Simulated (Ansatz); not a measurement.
Molecule: BN, charge 0, multiplicity 3. SMILES: [B]=[N]
Structure (B3LYP-D3(BJ)/def2-TZVP (Ansatz, an electronic-structure program) minimum search):
```
B
N 1 1.3180
```
Charge 0, spin multiplicity 3.

Quantity: vertical ionisation energy (to the quartet state of charge +1; each state is the SCF solution reached for its spin), in eV. Correlated levels leave the core frozen unless marked. UHF or UKS for open shells. No spin-orbit coupling. No relativistic terms. CBS marks a two-point X^-3 extrapolation of the correlation energy; Hartree-Fock from the larger set.

```json
[
 {"level": "PBE/def2-TZVPD", "program": "Ansatz", "vertical ionisation energy (eV)": "11.78"},
 {"level": "r2SCAN/def2-TZVPD", "program": "Ansatz", "vertical ionisation energy (eV)": "11.61"},
 {"level": "B3LYP/def2-TZVPD", "program": "Ansatz", "vertical ionisation energy (eV)": "11.69"},
 {"level": "PBE0/def2-TZVPD", "program": "Ansatz", "vertical ionisation energy (eV)": "11.52"},
 {"level": "BHLYP/def2-TZVPD", "program": "Ansatz", "vertical ionisation energy (eV)": "11.24"},
 {"level": "CAM-B3LYP/def2-TZVPD", "program": "Ansatz", "vertical ionisation energy (eV)": "11.64"},
 {"level": "wB97X-V/def2-TZVPD", "program": "Ansatz", "vertical ionisation energy (eV)": "(withheld)"},
 {"level": "CCSD/aug-cc-pVDZ", "program": "Ansatz", "vertical ionisation energy (eV)": "(withheld)"},
 {"level": "CCSD/def2-SVPD", "program": "Ansatz", "vertical ionisation energy (eV)": "11.33"},
 {"level": "CCSD/aug-cc-pVTZ", "program": "Ansatz", "vertical ionisation energy (eV)": "11.42"},
 {"level": "CCSD/def2-TZVPPD", "program": "Ansatz", "vertical ionisation energy (eV)": "(withheld)"},
 {"level": "CCSD/aug-cc-pVQZ", "program": "Ansatz", "vertical ionisation energy (eV)": "(withheld)"},
 {"level": "CCSD/def2-QZVPPD", "program": "Ansatz", "vertical ionisation energy (eV)": "11.45"},
 {"level": "CCSD(T)/CBS(aug-cc-pVTZ,aug-cc-pVQZ)", "program": "Ansatz", "vertical ionisation energy (eV)": "11.68"}
]
```

### Question
Complete the blanks.

### Answer

- wB97X-V/def2-TZVPD, vertical ionisation energy (eV): 11.53
- CCSD/aug-cc-pVDZ, vertical ionisation energy (eV): 11.28
- CCSD/def2-TZVPPD, vertical ionisation energy (eV): 11.39
- CCSD/aug-cc-pVQZ, vertical ionisation energy (eV): 11.46
